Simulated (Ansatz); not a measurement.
System: C$_{7}$H$_{13}$ (charge 0, doublet). It need not be the lowest isomer of its formula. 
Geometry from a B3LYP-D3(BJ)/def2-TZVP (Ansatz, an electronic-structure program) optimisation:
```xyz
20

C      2.9797     0.6540    -0.1743
C      1.9491    -0.3590     0.3383
C      0.5908     0.2507     0.5077
C     -0.5305    -0.0219    -0.1616
C     -0.6557    -1.0476    -1.2520
C     -1.8133     0.7148     0.1586
C     -2.8614    -0.1485     0.7707
H      3.9735     0.2068    -0.2408
H      3.0442     1.5177     0.4912
H      2.7023     1.0199    -1.1646
H      2.2868    -0.7448     1.3065
H      1.9148    -1.2157    -0.3354
H      0.5391     1.0306     1.2651
H     -1.4134    -1.7921    -0.9928
H      0.2764    -1.5679    -1.4589
H     -0.9920    -0.5738    -2.1797
H     -1.5771     1.5514     0.8336
H     -2.2104     1.1755    -0.7541
H     -3.9127     0.0672     0.6392
H     -2.5830    -0.9294     1.4661
```
Charge 0, spin multiplicity 2.

Total electronic energies in hartree. Cores are frozen in the correlated levels unless marked. Open shells are spin-unrestricted. No spin-orbit coupling. Non-relativistic. CBS marks a two-point X^-3 extrapolation of the correlation energy; Hartree-Fock from the larger set. [CCSD(T)-MP2]/basis is that difference in the basis named.

```
level                                                     program  energy (Eh)
-------------------------------------------------  --------------  -----------
B97M-V/def2-TZVPD                                          Ansatz   -274.59822
B3LYP/def2-TZVPD                                           Ansatz   -274.60449
HSE06/def2-TZVPD                                           Ansatz   -274.23042
CAM-B3LYP-D3(BJ)/def2-TZVPD                        Ansatz + dftd3   -274.43800
B2PLYP-D3(BJ)/def2-TZVPD                           Ansatz + dftd3   -274.32717
MP2/STO-3G                                                 Ansatz   -269.68340
MP2/6-31G*                                                 Ansatz   -273.46536
CCSD/6-31G*                                                Ansatz   -273.54868
RI-MP2/CBS(cc-pVTZ,cc-pVQZ)+[CCSD(T)-MP2]/cc-pVTZ          Ansatz    -274.1161
```

Totals of different functionals don't rank their quality; only differences between species are comparable.
